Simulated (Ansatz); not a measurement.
Computed with Ansatz on PBE0-D4/def2-TZVP structures; ΔE is electronic, products minus reactants. CCSD(T)/CBS adds triple-zeta CCSD(T) − MP2 to the extrapolated MP2 energy (def2 sets, frozen cores). This one scheme is used for every species, atoms too. Functionals use def2-TZVPP. B3LYP here is the variant with VWN-RPA as its local correlation; programs differ in this. Open shells (•) are unrestricted, without spin–orbit coupling. Spin–orbit coupling would lower the free atoms: a little for C, Cl, Si.

Reaction (atomization): `C=C1[SiH2]C1Cl` → 3 C• + Cl• + 5 H• + Si•

`C=C1[SiH2]C1Cl`:

Cartesian coordinates in Å:
```
C -0.307 1.211 1.241
C 0.069 0.237 0.432
Si 0.054 -1.493 -0.139
C 0.396 0.126 -1.022
Cl -0.638 0.926 -2.208
H -0.593 1.016 2.269
H -0.354 2.243 0.900
H 1.188 -2.416 0.094
H -1.258 -2.152 -0.299
H 1.443 0.300 -1.267
```

| level | ΔE (eV) |
| --- | --- |
| ωB97M-V | 38.51 |
| B2PLYP | 37.90 |
| B3LYP | 37.91 |
| MP2/def2-QZVPP | 38.66 |

(1) What does CCSD(T)/CBS give? (Estimate.)

Largest T1 diagnostic among the species: 0.012.

Answers

(1) The calculation gave: +38.30 eV. The listed levels differ from it by 0.21, -0.40, -0.39, 0.36 eV.

From PBE to PBE0 (25 % exact exchange), in def2-TZVPP and without D4, ΔE moves by −0.68 eV: exact exchange takes away binding that semilocal exchange gives to molecules. The D4 term adds +0.42 eV with B3LYP and +0.22 eV with PBE0; it sums over pairs of atoms, weighted by their polarisabilities, and B3LYP, whose exchange is more repulsive, gets the larger term. In def2-TZVPP, CCSD(T) changes the Hartree–Fock value by +9.55 eV (the triples alone add +0.71 eV) and MP2 by +10.33 eV; breaking electron pairs costs correlation energy, which Hartree–Fock lacks.

For atomizations the MP2-based limit and the directly extrapolated one differ by several kJ/mol either way, and by 10 to 25 for some Ge, Se and Sn compounds, so smaller differences from it don't rank the levels.
